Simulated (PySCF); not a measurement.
How methods differ on the excitation energy of Al(2+)

Al(2+) [Ne] 3s1 (2S) → Al(2+) [Ne] 3d1 (2D), as a difference of total energies. Calculation: PySCF 2.14, in aug-cc-pV(T+d)Z with one added diffuse shell each of s, p, d, f type (7s6p5d3f, 71 functions); no relativity, point nucleus. The calculations carry no spin-orbit coupling.

```tsv
method	excitation energy (cm⁻¹)
UHF	114080
LDA	113210
PBE	110590
PBE0	111640
r2SCAN	111150
PBEsol	110540
revPBE	109100
wB97M-V	113300
```

The promoted electron is Rydberg-like, and one or two diffuse shells describe it only roughly, which tends to raise the upper state.
